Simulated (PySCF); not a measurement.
Simulated outer-valence photoelectron spectrum of `[SiH3]C[SiH2]Cl`. Computed with EOM-IP-CCSD/aug-cc-pVDZ in PySCF, restricted Hartree–Fock reference, 16 core orbitals frozen, non-relativistic, gas phase, PBE0-D3(BJ)/def2-SVP geometry.

Each root has a Gaussian of 0.3 eV full width with its one-hole share as area; cross sections and vibrations are left out, and the highest printed point is 100.

(ionisation energy (eV), intensity): (10.4, 0), (10.5, 2), (10.6, 10), (10.7, 30), (10.8, 51), (10.9, 47), (11.0, 27), (11.1, 23), (11.2, 41), (11.3, 53), (11.4, 38), (11.5, 15), (11.6, 7), (11.7, 17), (11.8, 41), (11.9, 55), (12.0, 51), (12.1, 59), (12.2, 90), (12.3, 98), (12.4, 63), (12.5, 23), (12.6, 5), (12.7, 2), (12.8, 13), (12.9, 47), (13.0, 94), (13.1, 100), (13.2, 58), (13.3, 18), (13.4, 4), (13.5, 7), (13.6, 25), (13.7, 47), (13.8, 50), (13.9, 28), (14.0, 9), (14.1, 1), (14.2, 0)

Where are the maxima, and how many lines lie under the curve?

6 maxima, at 10.8, 11.3, 11.9, 12.3, 13.1 and 13.8 eV, from 8 lines. At this width some lines have no maximum of their own.

List the lines with their holes.

```tsv
E (eV)	leading hole (HF orbital)	area	Koopmans (eV)
10.84	HOMO	0.95	11.73
11.29	HOMO-1	0.95	12.10
11.89	HOMO-2	0.95	12.76
12.23	HOMO-4	0.95	13.08
12.31	HOMO-3	0.95	13.03
13.06	HOMO-5	0.94	13.96
13.06	HOMO-6	0.94	14.00
13.76	HOMO-7	0.94	14.71
```

The widest gap, 0.75 eV, lies between 12.31 and 13.06 eV. Only orbitals with −ε under 21 eV, eight at most, were ionised, so the high end of the curve may lack lines.

On an Arm Neoverse V1 with one thread, no GPU (shared host), this took 4.8 min and 3.0 GiB of memory at its peak.

Conformer computed: `[SiH3:1][CH2:2][SiH2:3][Cl:4]`: Si1–C2–Si3–Cl4 178°.

One conformer stands for the species.
